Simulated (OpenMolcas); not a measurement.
## Rh3+: the spin-orbit constant, worked from levels

- Program: OpenMolcas 26.06
- Basis: ANO-RCC-VDZ [6s5p3d]
- Scalar Hamiltonian: DKH2, point nucleus
- Active space: 6 electrons in 5 orbitals (4d)
- State averaging: 2S+1 = 5 even, 5 roots; 2S+1 = 3 even, 45 roots; 2S+1 = 1 even, 50 roots (49 in the spin-orbit step)
- Spin-orbit coupling: state interaction with AMFI integrals over the reference wave functions, term energies averaged over their components

Methods: CASSCF; MS-CASPT2, IPEA 0.25 Eh, imaginary shift 0.1 Eh (closed shells correlated: 4s 4p).

**The spin-orbit constant.** For the Hund term ⁵D of d6, E(J) = (A/2) J(J+1) + constant and ζ = -2S·A = -4A. From J = 0 to J = 4 the energy changes by 10 A.

```csv
Source,E(4) - E(0),A,ζ
CASSCF,-3551.5,-355.1,1421
MS-CASPT2,-3468.2,-346.8,1387
```

All in cm-1. Both methods take the spin-orbit matrix elements from the reference wave functions, so the second can move ζ only through the term energies and any multistate remixing. Second-order mixing with other terms is absorbed into this ζ.

Some high roots are left out of the spin-orbit mixing, which shifts the levels that they would mix with. The basis is small and was not contracted for so high a charge. Without dynamic correlation excited terms often stand tens of per cent too high (terms of higher spin than the ground term too low), and those without a measured partner can miss by more than the paired ones (holds for CASSCF). Only configurations of the active space appear.
